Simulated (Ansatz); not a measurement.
Relaxation of BH₅O₂Si (9 atoms, charge 0, multiplicity 1), to a largest force component of 0.02 eV/Å in at most 50 steps.

All numbers below come from RKS r2SCAN-D4/def2-SVP (Ansatz 0.2.0).

```xyz
9
Properties=species:S:1:pos:R:3
B -1.565 0.519 0.671
O -1.096 -0.206 -0.473
Si 0.582 -0.227 -0.276
O 1.403 -1.101 -1.552
H -1.937 -0.617 -0.796
H -1.774 1.746 0.559
H 1.172 1.147 -0.268
H 0.996 -0.862 1.007
H 2.304 -1.066 -1.319
```

Where does it end, and by what steps?

The run converged. After 16 steps the energy has fallen by 5.646 eV; H5 moved furthest, 1.01 Å. Parted: O2–Si3 (1.69 → 2.93 Å).

```
step  energy less start (eV)  largest force component (eV/Å)  accepted
   0                  0.0000                           4.175       yes
   1                 -0.9170                           2.062       yes
   2                 -1.4815                           2.016       yes
   3                 -1.9107                           1.950       yes
   4                 -2.4971                           1.956       yes
   5                 -3.0628                           1.256       yes
   6                 -3.4871                           1.813       yes
   7                 -4.1569                           1.526       yes
   8                 -4.7782                           1.354       yes
   9                 -5.1749                           1.110       yes
  10                 -5.4097                           0.806       yes
  11                 -5.5375                           0.708       yes
  12                 -5.6286                           0.372       yes
  13                 -5.6424                           0.223       yes
  14                 -5.6453                           0.073       yes
  15                 -5.6458                           0.026       yes
  16                 -5.6459                           0.008       yes
```

```xyz
9
Properties=species:S:1:pos:R:3
B -1.101 0.296 -0.071
O -1.821 -0.288 -1.054
Si 0.890 -0.021 0.036
O 1.370 -1.039 -1.206
H -2.763 -0.072 -1.017
H -1.656 1.011 0.747
H 1.616 1.297 -0.025
H 1.239 -0.598 1.383
H 2.310 -1.252 -1.242
```

The run took 24 s on 2 threads of AMD EPYC 9R14 (Zen 4), with other jobs on the host, peak memory 0.15 GiB.
